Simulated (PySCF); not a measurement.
Compound: C6H7O (doublet state).
Structure used (GFN2-xTB), in Å, numbered top down from 1:
```xyz
14
C6H7O angstrom
C     -1.5634    1.0966    0.2651
C     -0.6700   -0.0107   -0.1714
C     -1.2577   -1.1196   -0.9719
C      0.6414   -0.0003    0.1539
C      1.8360    0.0016    0.4479
C      3.1927    0.0343    0.8005
O      3.7366    0.9074    1.4509
H     -2.3794    0.7056    0.8759
H     -2.0159    1.5802   -0.6027
H     -1.0157    1.8390    0.8390
H     -1.6966   -0.7279   -1.8915
H     -2.0624   -1.6022   -0.4139
H     -0.5082   -1.8640   -1.2268
H      3.7621   -0.8405    0.4228
```

The hyperfine couplings belong to this conformer and change with its torsions.

The species is `C[C](C)C#CC=O` [radical].

Method used: PySCF 2.14.0, UKS B3LYP, pcH-1 on C H O, non-relativistic, mean-field spin-orbit, GIAO. Geometry: GFN2-xTB; no solvent, vibrations or thermal averaging. A GFN2-xTB geometry isn't a minimum of the functional, and hyperfine couplings can be far from their values at a DFT geometry. The SCF solution wasn't tested for stability. ⟨S²⟩ is 0.774 where a pure state has 0.75.

Break the g tensor into its mass correction, gauge correction and orbital-Zeeman/spin–orbit terms.

| Δg (ppm) | 1 | 2 | 3 |
| --- | --- | --- | --- |
| relativistic mass correction | -177 | -177 | -177 |
| gauge correction | -8 | 30 | 32 |
| orbital Zeeman/spin–orbit | -26 | 1753 | 4229 |
| total | -211 | 1606 | 4084 |

So g = 2.00211, 2.00393, 2.00640 and g_iso = 2.00415; the tensor is rhombic: the two nearest values differ by 42 % of g3 − g1. Axes: g3 points within 7° of the C6–O7 bond.

What effective moment and Curie constant follow for a powder?

With the mean of g² = 4.0166 and S(S+1) = 0.75: μ_eff = √(⟨g²⟩S(S+1)) = 1.736 μB and χT = 0.12505·⟨g²⟩·S(S+1) = 0.377 cm³ K/mol (cgs; spin-Hamiltonian part alone).

How much does each term add to the isotropic shift?

The orbital-Zeeman/spin–orbit term 1985, the mass correction -177 and the gauge correction 18 ppm, for a total of 1827 ppm. The orbital-Zeeman/spin–orbit term is the largest in size. The mass correction is the same along every axis, so the anisotropy comes from the other two: their spans along these axes are 40 (gauge) and 4255 ppm (orbital Zeeman/spin–orbit).

In a frozen sample, at which fields do the three g values resonate at 9.5, 34, 94 and 263 GHz (hyperfine left aside), and which band first spreads them over more than twice a line width of 1.0 mT?

| band | GHz | B(g3) mT | B(g2) mT | B(g1) mT | spread mT |
| --- | --- | --- | --- | --- | --- |
| X | 9.5 | 338.29 | 338.71 | 339.02 | 0.73 |
| Q | 34.0 | 1210.74 | 1212.23 | 1213.33 | 2.60 |
| W | 94.0 | 3347.33 | 3351.47 | 3354.51 | 7.18 |
| J | 263.0 | 9365.39 | 9376.97 | 9385.48 | 20.09 |

The spread grows in proportion to the frequency. Q band is the first where it exceeds 2.0 mT.

Largest spin populations (Mulliken): C2 (+0.60), C5 (+0.45), O7 (+0.22) and C4 (-0.21). Three atoms exceed +0.15. The angles at C2 add up to 360.0°, so it is planar.

The HOMO–LUMO gaps are 4.92 eV among the α and 3.69 eV among the β orbitals.

Time: 43 s (with the writing of density and orbital grids); peak memory 0.86 GiB. Hardware: one thread, Arm Neoverse V2 (aarch64), no GPU, shared host with 96 logical CPUs at a one-minute load of 41.
